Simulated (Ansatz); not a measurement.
**Computed against measured: atomisation enthalpy at 298 K**

10 molecules with halogens; the atomisation enthalpy at 298 K in kJ/mol, computed less measured. Shapes, held fixed at every level: PBE0-D4/def2-TZVP. Flexible molecules stand in one conformer, not always the lowest. Thermal terms are harmonic and unscaled (PBE/def2-SVP, PBE0-D4/def2-TZVP); the spin-orbit lowering of the free atoms is taken from their spectra. Programs: Ansatz 0.2.0. Measured values: Active Thermochemical Tables, CRC Handbook of Chemistry and Physics, NIST-JANAF tables.

Levels: A = HF/def2-TZVPP; B = wB97M-V/def2-TZVPP; C = B2PLYP/def2-TZVPP.

```tsv
molecule	from tabulated heats	A	B	C
HI (hydrogen iodide)	298	-118	-13	-11
SiCl4 (silicon tetrachloride)	1598	-433	+16	-57
GeI4 (germanium tetraiodide)	856	-394	-35	-32
C2ClF3 (SMILES FC(F)=C(F)Cl)	2299	-858	+18	-32
C2H3ClO (acetyl chloride)	2700	-833	+9	-28
SF6 (sulfur hexafluoride)	1974	-1022	+6	-76
C2H2Br2Cl2 (1,2-dibromo-1,2-dichloroethane)	2373	-840	+11	-50
C2H3F3 (1,1,2-trifluoroethane)	3057	-969	-55	-97
C2H4Cl2 (1,1-dichloroethane)	2676	-753	+15	-37
C3H7I (1-iodopropane)	3813	-1006	-1	-41
```

(1) Which level does best on this set, which worst, and which err to one side?

## Answers

(1) 
```json
{"level": "HF/def2-TZVPP", "kind": "Hartree–Fock", "mean error": "-722.6", "mean absolute error": "722.6", "worst case": "SF6"}
{"level": "wB97M-V/def2-TZVPP", "kind": "range-separated hybrid", "mean error": "-2.9", "mean absolute error": "17.9", "worst case": "C2H3F3"}
{"level": "B2PLYP/def2-TZVPP", "kind": "double hybrid", "mean error": "-46.1", "mean absolute error": "46.1", "worst case": "C2H3F3"}
```

On this set wB97M-V/def2-TZVPP has the smallest mean absolute error and HF/def2-TZVPP the largest. HF/def2-TZVPP is too low in 10 of 10; B2PLYP/def2-TZVPP is too low in 10 of 10. The heats of GeI4, C2ClF3, C2H2Br2Cl2, C3H7I come from older tables and can be uncertain by 10 kJ/mol or more. The molecules' own spin-orbit binding is left out, so errors for heavy halides read too negative. The tabulated value of C2H3F3 is in doubt (older tables, estimates, or at odds with other calculations) and kept here. Over the 9 molecules whose values aren't doubted the mean absolute errors are A 695.2; B 13.8; C 40.4. Hartree–Fock lacks correlation and underbinds. For atoms past krypton def2 sets carry core potentials with scalar relativity. Relativity is left out for Br, Ge. Outer-core shells of Br, Ge, I are correlated, in sets that cover them unevenly. The set is small.
